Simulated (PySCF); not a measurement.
NMR data sheet: C7H3Cl2FO2

```yaml
Formula: C7H3Cl2FO2
SMILES: C#CC(Cl)(Cl)[C@@H]1OC(=O)C=C1F
InChI: InChI=1S/C7H3Cl2FO2/c1-2-7(8,9)6-4(10)3-5(11)12-6/h1,3,6H/t6-/m1/s1
Point_group_of_the_computed_structure: C1
Degrees_of_unsaturation: 5
Carbon_signals: 7
Proton_signals: 3
```

Atom-mapped SMILES (the numbers label the heavy atoms): `[CH:1]#[C:2][C:3]([Cl:4])([Cl:5])[C@@H:6]1[O:7][C:8](=[O:9])[CH:10]=[C:11]1[F:12]`. Hydrogens are named by the atom that carries them.

Computed data (PySCF 2.14.0 with density-fitted response routines): coordinates at the GFN2-xTB level, PBE0/pcSseg-1 with gauge-including orbitals. Single conformer, non-relativistic Hamiltonian, no solvent.

Scale: 1H (31.72 ppm) and 13C (186.93 ppm) against TMS; 19F (170.95 ppm) vs CFCl3; 17O (336.08 ppm) vs H2O (reference shieldings calculated alike).

```tsv
carbon	δC, type	δH (multiplicity)	HMBC from (2–3 bonds)	span of the C tensor (ppm)
C1	95.1, CH	3.09 (s)	–	169
C2	81.2, C	–	H(C6), H(C1)	309
C3	87.3, C	–	H(C6), H(C1)	44
C6	86.9, CH	5.10 (m)	H(C10)	22
C8	170.6, C	–	H(C10), H(C6)	171
C10	110.2, CH	5.73 (m)	H(C6)	163
C11	188.5, C	–	H(C10), H(C6)	173
```

Other nuclei:
```csv
atoms,nucleus,environment,δ (ppm),σ (ppm)
F12,19F,vinylic fluorine,-96.9,267.8
O9,17O,ester carbonyl oxygen,444.0,-107.9
O7,17O,ester alkoxy oxygen,225.6,110.5
```

1. Carbon types of the structure: 4 × C, 3 × CH, which accounts for all hydrogens.
2. δC 188.5: β carbon of a C=C–C=O unit; conjugation with the carbonyl draws π density from the β position.
3. δC 170.6: ester carbonyl carbon; lone-pair donation from the attached heteroatom keeps it upfield of a ketone carbonyl.
4. δC 110.2: α carbon of a C=C–C=O unit; the olefinic region.
5. δC 95.1: terminal alkyne carbon; the triple bond shields along its axis, which puts it between sp3 and sp2 carbons.
6. δC 87.3: propargylic fully substituted sp3 carbon bonded to 2 Cl; 2 electronegative neighbours deshield it.

Carbons that carry Cl, above all several Cl atoms, come out too deshielded, partly because spin–orbit coupling is missing. Splittings by 19F in the carbon and heteronuclear signals aren't shown, as no couplings were computed. Shifts are as computed. Against solution values, carbons near 30 ppm lie about +3 ppm off and those near 130 ppm about +5 ppm; carbons on Cl a further +6 ppm. Of 1211 compounds with measured shifts, 218 miss one by over three times the rms of a fit or turn the order of signals round; such compounds aren't used in these exercises. Unscaled 19F shifts against computed CFCl3 carry errors that often reach 10 to 50 ppm. Unscaled 17O shifts of doubly bonded oxygen tend to come out too high, by tens of ppm or more. Experimental scales use liquid or dissolved standards, which lie at an offset from isolated H2O (liquid H2O: subtract about 36 ppm). Multiplicities follow the n + 1 count of equivalent neighbours, as no J values were calculated; m marks all less simple cases, F and P coupling included.
